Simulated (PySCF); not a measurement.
# What a mistake does to a calculation on FH2NSi2

These are calculations, not measurements. The program is PySCF 2.14.0, an open-source quantum chemistry code, run on an isolated molecule that a program drew, which may never have been made. The molecule is FH2NSi2 (charge 0, singlet), drawn as the SMILES string `F[Si]N=[SiH2]`.

Each row is a Hartree-Fock (HF) and frozen-core CCSD(T) single point in the cc-pV(D+d)Z basis, meant for a local HF minimum. Run 1 is clean. Each other run has one planted mistake out of seven kinds, and not every kind appears here: one electron removed, one electron added, multiplicity raised by two, geometry at a saddle point, minimal basis STO-3G, one bond length entered in bohr, all coordinates scaled. The reference is restricted for singlets and unrestricted otherwise, and also for a bond in bohr. Adding or removing an electron swaps singlet and doublet. Electrons count all cores. HOMO and LUMO are orbital energies over both spins, the gradient is its largest component, and the lowest frequency (negative if imaginary) is given only where the gradient is small. Bond lengths are over the 5 bonds as drawn. T1 is the CCSD diagnostic: over 0.02 (restricted) or 0.045 (unrestricted) a single reference is doubtful.

Geometry of the clean run:
```xyz
6
FH2NSi2, angstrom
F     0.4767   -3.4100    0.4787
Si    0.3523   -2.8745   -1.0664
N    -0.8945   -1.7584   -0.9343
Si   -2.0388   -0.6950   -0.9518
H    -1.8293    0.7431   -0.7269
H    -3.4513   -1.0106   -1.2120
```

| run | electrons | basis functions | <S^2> | HOMO (eV) | LUMO (eV) | gradient (hartree/bohr) | lowest frequency (cm^-1) | mean bond (Å) | longest bond (Å) | T1 | HF (hartree) | CCSD(T) (hartree) | mistake |
|---|---|---|---|---|---|---|---|---|---|---|---|---|---|
| 1 | 46 | 84 | 0.000 | -8.98 | 1.15 | 3.2e-05 | 105 | 1.5644 | 1.679 | 0.0199 | -732.95730 | -733.52490 | no fault |
| 2 | 47 | 84 | 0.767 | -0.46 | 7.03 | 8.7e-02 | - | 1.5644 | 1.679 | 0.0193 | -732.94354 | -733.51945 | one electron added |
| 3 | 46 | 84 | 2.041 | -6.86 | -0.83 | 1.3e-01 | - | 1.5644 | 1.679 | 0.0692 | -732.85596 | -733.39524 | multiplicity raised by two |
| 4 | 46 | 84 | 0.000 | -9.20 | 1.04 | 2.6e-02 | - | 1.6129 | 1.731 | 0.0214 | -732.95050 | -733.52518 | all coordinates scaled |
| 5 | 46 | 84 | 0.000 | -8.80 | 0.62 | 3.2e-05 | -198 | 1.5677 | 1.692 | 0.0188 | -732.94911 | -733.51427 | ? |

**Which mistake was planted in run 5, and what did it cost?**

The gradient is small, so the point is stationary, but the lowest frequency is imaginary (-198 cm^-1). So the mistake is: geometry at a saddle point. Subtracting run 1 and multiplying by 627.51 kcal/mol a hartree, the energy moved by 5.1 kcal/mol in HF and 6.7 kcal/mol in CCSD(T).

Cautions from the logs. Run 2: the added electron raises the CCSD(T) energy, so it isn't bound in this basis; run 3: T1 is over the limit, so its CCSD(T) energy is less reliable; run 4: T1 is over the limit, so its CCSD(T) energy is less reliable.
